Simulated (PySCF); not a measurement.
Fill in the blanks.

C6H11NO2Si.
Structure used (GFN2-xTB), in Å, numbered top down from 1:
```xyz
21
C6H11NO2Si angstrom
C     -3.574   -0.128    0.357
C     -2.325    0.671    0.000
C     -1.038   -0.101    0.307
C     -0.965   -1.292   -0.487
N     -0.904   -2.232   -1.138
Si     0.502    0.981   -0.035
O      1.731   -0.086    0.261
C      2.998    0.292    0.080
C      3.971   -0.825    0.299
O      3.275    1.417   -0.230
H     -3.591   -0.360    1.420
H     -3.596   -1.063   -0.200
H     -4.469    0.439    0.115
H     -2.312    1.607    0.561
H     -2.346    0.924   -1.062
H     -1.048   -0.412    1.357
H      0.551    2.083    0.920
H      0.550    1.419   -1.424
H      3.816   -1.252    1.288
H      4.988   -0.461    0.198
H      3.778   -1.606   -0.435
```

```json
{"property": "point group of the GFN2-xTB geometry", "level": "GFN2-xTB", "value": "?"}
{"property": "rotational constants A, B, C of the GFN2-xTB geometry", "level": "GFN2-xTB", "value": "?"}
{"property": "dipole moment", "level": "PBE0/pcSseg-1", "value": "2.99 D"}
{"property": "HOMO energy", "level": "PBE0/pcSseg-1", "value": "-8.43 eV"}
{"property": "LUMO energy", "level": "PBE0/pcSseg-1", "value": "?"}
{"property": "13C chemical shifts (computed TMS as zero) by class", "level": "GIAO PBE0/pcSseg-1", "value": "?"}
{"property": "1H chemical shifts (computed TMS as zero) by class", "level": "GIAO PBE0/pcSseg-1", "value": "?"}
{"property": "isotropic shieldings of nuclei other than C and H, by class", "level": "GIAO PBE0/pcSseg-1", "value": "-33 (N5), -134 (O10), 136 (O7), 371 (Si6) ppm"}
```

Electronic properties: PySCF, gas phase, density fitting. NMR classes are plain means over equivalent atoms (diastereotopic ones count apart unless rotation or inversion swaps them), as if these changed places fast; in this geometry the members of some classes differ.

(1) The LUMO energy?

(2) The point group of the GFN2-xTB geometry?

(3) Give the rotational constants A, B, C of the GFN2-xTB geometry.

(4) Give the 13C chemical shifts (computed TMS as zero) by class.

(5) What are the 1H chemical shifts (computed TMS as zero) by class?

Results:

(1) -0.13 eV.

(2) C1.

(3) 2.428, 0.561, 0.482 GHz.

(4) 177.8 (C8), 125.0 (C4), 23.7 (C9), 22.0 (C2), 17.1 (C3), 16.6 (C1) ppm.

(5) 4.89 (H18), 4.88 (H17), 2.26 (H19/H20/H21), 1.78 (H16), 1.38 (H15), 1.34 (H11/H12/H13), 1.28 (H14) ppm.

In atomic units the dipole is 1.18 e·bohr (1 au = 2.5417 D). A dipole of 2.99 D is allowed in C1, and pure rotational transitions are dipole-allowed. The rotational constants make it an asymmetric top with κ = (2B − A − C)/(A − C) = -0.92, nearer the prolate limit (−1).

For the NMR shielding job (PBE0/pcSseg-1), hardware: an x86-64 server with one thread, shared host. Cost: 42 s.

One conformer stands for the species.
